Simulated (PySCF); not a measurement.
# Hartree-Fock beside MP2: ClH4NSi

These are calculations, not measurements. They come from PySCF 2.14.0, an open-source quantum chemistry program, on an isolated molecule that a program drew, which may never have been made. The molecule is ClH4NSi (charge 0, singlet), drawn as the SMILES string `N[SiH2]Cl`.

The geometry was optimised and harmonic frequencies were computed with HF and MP2, all in the cc-pV(D+d)Z basis, for the commonest isotopes, with a restricted reference for singlets and an unrestricted one otherwise, and a frozen core in MP2. Each result is a local minimum of its method.

Geometry at the HF minimum:
```xyz
7
ClH4NSi, angstrom
N     2.2629   -0.0343    0.4845
Si    2.2133    1.5959    0.9705
Cl    1.9652    2.9552   -0.5973
H     1.4263   -0.4788    0.1539
H     3.0608   -0.3782   -0.0173
H     3.4927    1.9473    1.6012
H     1.0588    1.7972    1.8563
```

Lengths of the bonds as drawn, in Å (atoms numbered as above):
```
bond,HF,MP2
N1-Si2,1.702,1.718
Si2-Cl3,2.090,2.083
N1-H4,1.003,1.019
N1-H5,1.003,1.019
Si2-H6,1.469,1.474
Si2-H7,1.469,1.474
```

Rotational constants, in GHz:
| constant | HF | MP2 |
|---|---|---|
| A | 18.96 | 19.21 |
| B | 3.8 | 3.754 |
| C | 3.35 | 3.323 |

Harmonic frequencies in cm^-1, each column in rising order, so a row needn't be the same motion in every method:
```
rank,HF,MP2
1,246,234
2,252,264
3,490,502
4,541,543
5,578,546
6,814,789
7,898,865
8,979,937
9,982,939
10,1017,963
11,1697,?
12,2369,2318
13,2372,2329
14,3769,3583
15,3860,3686
```

**Estimate the missing MP2 frequency from the HF column.**

A single factor s that minimises the squared misfit of MP2 against s times HF over the other rows is sum(HF x MP2) / sum(HF^2) = 0.9608, with an rms misfit of 25 cm^-1. For rank 11 it gives 0.9608 x 1697 = 1630 cm^-1. The calculation gives 1575 cm^-1, 55 cm^-1 below the estimate. The drawn bonds are on average 0.7 % longer in MP2 than in HF.
